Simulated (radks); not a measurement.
All-electron atom: Hf14+ in [Kr] 4d10 4f11 5s1 (the NIST ground configuration). All-electron calculation, scalar-relativistic Kohn-Sham, exchange-only LDA, spin-polarised, spherical densities, point nucleus; open shells are filled with parallel spins first (spin-orbit coupling, left out, can overturn this in heavy ions). Program: a radial shooting solver on a logarithmic mesh with Libxc functionals.

X-ray form factor f0, the Fourier transform of the density (f0(0) = 58):

sin(theta)/lambda (1/angstrom)  f0 (electrons)
0.05                                    57.789
0.1                                     57.165
0.15                                    56.152
0.2                                     54.791
0.25                                    53.130
0.3                                     51.228
0.4                                     46.939
0.5                                     42.379
0.6                                     37.917
0.8                                     30.158
1                                       24.430
1.25                                    19.784
1.5                                     16.960
2                                       13.429
